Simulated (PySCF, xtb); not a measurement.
Si(CCH)2(F)(Me) (C5H5FSi), SMILES C#C[Si](C)(C#C)F.

GFN2-xTB in xtb 6.7.1 at its own geometry gives an orbital gap of 5.06 eV and a dipole moment of 2.02 D.

Coordinates come from a ωB97X-D3(BJ)/def2-SVP optimisation.

**Question.** What does PBE/def2-TZVP (PySCF) give? (Estimate from the structure and the level; the computed values follow.)

**Answer.** gap 5.26 eV (levels -7.12 and -1.85 eV), dipole 2.00 D.
